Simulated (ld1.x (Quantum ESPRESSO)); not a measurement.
**An all-electron radial function and its pseudo partner (tungsten)**

Columns: radius, all-electron u(r) and pseudo u(r) of the 5s shell (level -107.96 eV) of tungsten in the configuration [Kr] 4d10 4f14 5s2 5p6 5d3 6s0 6p0; PBE, scalar-relativistic, PAW scheme, ld1.x (Quantum ESPRESSO) 7.5.

```csv
r (bohr),all-electron,pseudo
0.130,0.3853,0.4041
0.260,-0.2629,0.7719
0.390,-0.5961,1.0722
0.520,-0.0580,1.2833
0.650,0.5773,1.3955
0.780,0.9830,1.4118
0.910,1.1436,1.3464
1.040,1.1333,1.2211
1.170,1.0277,1.0615
1.300,0.8815,0.8915
1.430,0.7282,0.7295
1.560,0.5856,0.5856
1.690,0.4617,0.4617
1.820,0.3585,0.3585
1.950,0.2751,0.2751
2.080,0.2091,0.2091
2.210,0.1577,0.1577
2.340,0.1182,0.1182
2.470,0.0881,0.0881
2.600,0.0653,0.0653
2.730,0.0482,0.0482
2.860,0.0355,0.0355
2.990,0.0260,0.0260
3.120,0.0191,0.0191
3.250,0.0139,0.0139
3.380,0.0101,0.0101
```

Q: How many radial nodes do the two functions have?

A: The all-electron 5s function has n − l − 1 = 4 (the table is too coarse to show those close to the nucleus); the pseudo-wave has 0, since the states of the same l below it are removed with the core.

Q: At about which radius was the pseudo-wave matched?

A: 1.55 bohr, where the columns begin to agree (steps of 0.13 bohr).

Q: Is the pseudo-wave norm-conserving?

A: No, it belongs to a PAW set: the norm inside the radius is not constrained, and the difference is carried by the augmentation charge.
